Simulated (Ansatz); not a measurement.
ClFGaHS (`[F][Ga]([SH])[Cl]`), 5 atoms. Charge 0, multiplicity 1. Correlated methods include outer-core shells of Ga, which these sets cover unevenly. Scalar relativity is left out up to krypton. Hardware: A = 2 threads of a server CPU on a shared host; B = 2 threads of an AMD EPYC 7R13 on a shared host and a share of an NVIDIA H100 80 GB. Correlated methods freeze the cores. Open-shell runs search over several starts.

**Question.** Give the basis size and wall time and peak host memory of each of these runs in Ansatz. RKS PBE0-D4/def2-TZVPP energy [A]; RHF-CCSD(T)/def2-QZVPP energy [B]; UKS ωB97M-V/def2-TZVPP energy of the cation [A]; RKS B97M-V/def2-TZVPP energy [A]; RHF-CCSD(T)/def2-SVP energy [A]; UKS ωB97X-V/def2-TZVPP energy of the cation [A]; UKS B3LYP-D4/def2-TZVPP energy of the cation [A]; RKS revPBE-D4/def2-TZVPP energy [A]; UKS PBE0-D4/def2-TZVPP energy of the cation [A]; UKS r2SCAN-D4/def2-TZVPP energy of the cation [A]; UKS PBE-D4/def2-TZVPP energy of the cation [A]; RHF-CCSD(T)/def2-TZVPP energy [B]. (Best estimate.)

**Answer.** Computed: Other jobs shared the machine, so times are rough.

| level | job | functions | wall time | peak host memory (GiB) |
| --- | --- | --- | --- | --- |
| RKS revPBE-D4/def2-TZVPP | energy [A] | 177 | 2.9 s | 0.41 |
| RHF-CCSD(T)/def2-TZVPP | energy [B] | 177 | 3.7 s | 0.79 |
| RKS PBE0-D4/def2-TZVPP | energy [A] | 177 | 4.1 s | 0.51 |
| RHF-CCSD(T)/def2-SVP | energy [A] | 87 | 5.5 s | 0.41 |
| RHF-CCSD(T)/def2-QZVPP | energy [B] | 316 | 6.5 s | 0.86 |
| RKS B97M-V/def2-TZVPP | energy [A] | 177 | 9 s | 0.41 |
| UKS ωB97X-V/def2-TZVPP | energy of the cation [A] | 177 | 29 s | 0.87 |
| UKS PBE0-D4/def2-TZVPP | energy of the cation [A] | 177 | 33 s | 0.72 |
| UKS B3LYP-D4/def2-TZVPP | energy of the cation [A] | 177 | 34 s | 0.74 |
| UKS ωB97M-V/def2-TZVPP | energy of the cation [A] | 177 | 40 s | 0.91 |
| UKS PBE-D4/def2-TZVPP | energy of the cation [A] | 177 | 40 s | 0.5 |
| UKS r2SCAN-D4/def2-TZVPP | energy of the cation [A] | 177 | 52 s | 0.55 |

B3LYP here is the variant with VWN-RPA as its local correlation; programs differ in this.
